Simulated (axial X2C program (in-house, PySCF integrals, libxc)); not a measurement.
Outer orbitals of SnBr at 2.527 Å, BHandHLYP

All values were computed with an in-house relativistic program for diatomic molecules. Spin-free means the one-electron spin-free X2C Hamiltonian; two-component (2c) means X2C with spin–orbit coupling and atomic mean-field two-electron Coulomb and Gaunt terms, so the difference of the two also holds small scalar two-electron terms. Basis: Sn dyall-cv3z [11s12p9d4f1g], Br dyall-cv3z [8s9p6d4f1g] (cores contracted in-house); Gaussian nuclei, density fitting, unrestricted open shells. Masses: Sn 119.902 u, Br 78.918 u.

The distance is close to the 2c PBE0 minimum; the highest filled and lowest empty levels are listed.

Spin-free orbitals, state M_S = 1/2, Λ = 1 (beyond evenly filled blocks: π+α) (Löwdin shares):

```csv
symmetry,occupied,ε (eV),atomic character
δ+α,yes,-31.80,100% Sn d
σα,yes,-31.77,99% Sn d
σβ,yes,-31.73,99% Sn d
π+α,yes,-31.72,100% Sn d
δ-α,yes,-31.72,100% Sn d
π-α,yes,-31.69,100% Sn d
π-β,yes,-31.64,100% Sn d
π+β,yes,-31.64,100% Sn d
δ+β,yes,-31.64,100% Sn d
δ-β,yes,-31.64,100% Sn d
σα,yes,-23.69,"84% Br s, 6% Sn p, 4% Sn d"
σβ,yes,-23.60,"84% Br s, 6% Sn p, 5% Sn d"
σα,yes,-14.15,"70% Sn s, 24% Br p, 3% Br s"
σβ,yes,-13.37,"63% Sn s, 31% Br p, 3% Br s"
π+α,yes,-9.59,"87% Br p, 9% Sn p, 3% Sn d"
σα,yes,-9.42,"54% Br p, 24% Sn p, 18% Sn s"
π-α,yes,-9.36,"90% Br p, 6% Sn p, 3% Sn d"
π-β,yes,-9.32,"90% Br p, 5% Sn p, 3% Sn d"
π+β,yes,-9.32,"90% Br p, 5% Sn p, 3% Sn d"
σβ,yes,-9.14,"48% Br p, 25% Sn s, 24% Sn p"
π+α,yes,-5.78,"89% Sn p, 8% Br p"
π-α,no,-2.43,"91% Sn p, 6% Br p"
π+β,no,-1.88,"92% Sn p, 5% Br p"
π-β,no,-1.88,"92% Sn p, 5% Br p"
σα,no,-0.29,"66% Sn p, 13% Sn d, 10% Br p"
```

Spinors with spin–orbit coupling (state Ω = 1/2):

```
   ω  occupied  ε (eV)              atomic character     λ mixture
 3/2       yes  -32.32                     100% Sn d  84% δ, 16% π
 1/2       yes  -32.27                     100% Sn d  60% π, 40% σ
-1/2       yes  -32.25                     100% Sn d  54% π, 46% σ
-3/2       yes  -32.19                     100% Sn d  78% δ, 22% π
 1/2       yes  -31.23                     100% Sn d  60% σ, 40% π
-1/2       yes  -31.22                     100% Sn d  54% σ, 46% π
-5/2       yes  -31.22                     100% Sn d        100% δ
-3/2       yes  -31.18                     100% Sn d  78% π, 22% δ
 3/2       yes  -31.17                     100% Sn d  84% π, 16% δ
 5/2       yes  -31.14                     100% Sn d        100% δ
-1/2       yes  -23.67    84% Br s, 6% Sn p, 4% Sn d        100% σ
 1/2       yes  -23.59    84% Br s, 6% Sn p, 5% Sn d        100% σ
-1/2       yes  -14.11   70% Sn s, 25% Br p, 3% Br s        100% σ
 1/2       yes  -13.33   63% Sn s, 32% Br p, 3% Br s        100% σ
 1/2       yes   -9.77    86% Br p, 9% Sn p, 2% Sn d   96% π, 4% σ
-1/2       yes   -9.62   77% Br p, 11% Sn p, 8% Sn s  60% π, 40% σ
-1/2       yes   -9.23  67% Br p, 19% Sn p, 10% Sn s  60% σ, 40% π
-3/2       yes   -9.18    89% Br p, 6% Sn p, 3% Sn d        100% π
 3/2       yes   -9.13    90% Br p, 5% Sn p, 3% Sn d        100% π
 1/2       yes   -9.10  48% Br p, 25% Sn p, 24% Sn s   96% σ, 4% π
 1/2       yes   -5.92             88% Sn p, 9% Br p   99% π, 1% σ
-3/2        no   -2.26             91% Sn p, 6% Br p        100% π
-1/2        no   -1.97             92% Sn p, 5% Br p   99% π, 1% σ
 3/2        no   -1.72             92% Sn p, 5% Br p        100% π
-1/2        no   -0.26  66% Sn p, 13% Sn d, 10% Br p        100% σ
```

(1) How does the gap between the highest filled and lowest empty level change from the spin-free to the 2c table?

Mulliken charges and populations of the two-component result (they depend on the basis, above all on diffuse functions):

Sn 0.38 e (s 9.94 p 19.59 d 20.07 f 0.02), Br -0.38 e (s 7.98 p 17.37 d 10.03). ⟨Lz⟩ = 1.00 ħ and ⟨Sz⟩ = -0.50 ħ (-0.48 and -0.01 on the two atoms), which add up to Ω.

The state is one determinant whose occupation by symmetry is held fixed; it was picked as the lowest of a PBE0 search that is not exhaustive. Density functionals use the spin component along the axis (collinear). The functionals have no current-density term, which raises determinants with orbital currents, atoms included.

Results:

(1) From 3.35 to 3.66 eV at BHandHLYP, a change of 0.31 eV.
